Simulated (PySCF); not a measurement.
H8N2Si2.

```xyz
12

N     -0.4936     1.7174    -0.4998
Si    -0.5686     0.1772     0.2868
N     -1.7122    -0.8147    -0.5513
Si     1.6364    -0.6123     0.2538
H     -1.3376     2.2617    -0.6481
H      0.3242     2.3105    -0.4136
H     -1.0652     0.1634     1.7026
H     -2.2860    -1.4821    -0.0497
H     -1.5732    -1.0832    -1.5192
H      2.6024     0.3968     0.7938
H      1.7724    -1.8587     1.0699
H      2.0550    -0.9351    -1.1464
```

Coordinates come from a ωB97X-D3(BJ)/def2-SVP optimisation. Other conformers were not sampled.

Calculation: PBE0/pcSseg-1 (PySCF). Non-relativistic, no solvent.

Computed absolute GIAO shielding of each atom: isotropic value and principal components (ppm):
| atom | σ(iso) | σ11 | σ22 | σ33 | span |
|---|---|---|---|---|---|
| N1 | 238.7 | 193.0 | 257.7 | 265.4 | 72.3 |
| Si2 | 382.5 | 340.4 | 380.2 | 426.8 | 86.5 |
| N3 | 245.2 | 205.7 | 257.7 | 272.3 | 66.6 |
| Si4 | 465.3 | 456.5 | 465.5 | 473.8 | 17.2 |
| H5 | 30.7 | 23.5 | 26.5 | 42.1 | 18.6 |
| H6 | 30.9 | 23.7 | 27.8 | 41.2 | 17.5 |
| H7 | 25.9 | 23.2 | 23.9 | 30.7 | 7.5 |
| H8 | 30.8 | 23.9 | 26.3 | 42.2 | 18.4 |
| H9 | 31.0 | 24.0 | 27.4 | 41.6 | 17.5 |
| H10 | 28.1 | 24.8 | 26.2 | 33.2 | 8.4 |
| H11 | 28.1 | 25.3 | 25.8 | 33.3 | 8.0 |
| H12 | 28.0 | 25.2 | 26.1 | 32.8 | 7.5 |
